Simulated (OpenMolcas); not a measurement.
**Ga III: CASPT2 settings compared**

```yaml
Program: OpenMolcas
Basis: ANO-RCC-VQZP [7s6p4d2f1g]
Scalar_Hamiltonian: DKH3, point nucleus
Active_space: 1 electron in 4 orbitals (4s 4p)
State_averaging: 2S+1 = 2 even, 1 root; 2S+1 = 2 odd, 3 roots
Spin-orbit_coupling: state interaction with AMFI integrals over the reference wave functions, term energies averaged over their components
```

Methods on the same reference wave functions:
A. CASSCF
B. SS-CASPT2, IPEA 0.1 Eh, real shift 0.2 Eh (closed shells correlated: 3s 3p 3d)
C. SS-CASPT2, IPEA 0.3 Eh, imaginary shift 0.4 Eh (closed shells correlated: 3d)
D. SS-CASPT2, IPEA 0.4 Eh, imaginary shift 0.3 Eh (closed shells correlated: 3s 3p 3d)

Energies in cm-1 above 4s 2S 1/2, the measured ground level; measured values from Shirai, Reader, Kramida and Sugar, J. Phys. Chem. Ref. Data 36, 509 (2007).

```json
{"Level": "4s 2S 1/2", "A": "0.0", "B": "0.0", "C": "0.0", "D": "0.0", "Measured": "0.0"}
{"Level": "4p 2P* 1/2", "A": "62684", "B": "66057", "C": "65472", "D": "66012", "Measured": "65169"}
{"Level": "4p 2P* 3/2", "A": "64103", "B": "67476", "C": "66891", "D": "67431", "Measured": "66888"}
```

Deviations, from unrounded energies. A percentage is the sum of absolute deviations over the sum of measured energies, with the sign that they share, or ± where signs differ.

```tsv
Against measurement	Levels	A	B	C	D
mean absolute deviation (cm-1)	2	2600	740	150	690
other configurations (%)	2	-4.0	+1.1	+0.2	+1.0
```

C lies closest to measurement on these levels and A furthest from it. The largest miss of C in the table is 4p 2P* 1/2, by +300 cm-1. The ranking rests on the paired levels alone, and a cruder setting can come out closer through cancelling errors.

Among B to D the level of the table that moves most is 4p 2P* 1/2, by 590 cm-1 (lowest in C, highest in B).

The lowest spin-free term lies below A's lowest term by 0.719 hartree in B, 0.422 hartree in C, 0.718 hartree in D.

With one active electron the reference holds no correlation, so core polarisation is missing (holds for A). With one active electron, CASPT2 adds the correlation within the correlated inactive shells and between them and that electron, and leaves the splitting within a term as the reference gives it (holds for B; C; D). Computed and measured levels are paired by configuration, term and J; levels that our copy of the source lacks, or whose pairing is in doubt (as where it misses far off the trend of its configuration), stay unpaired and out of the deviations. Levels of configurations outside the active space are missing.

* marks odd parity.
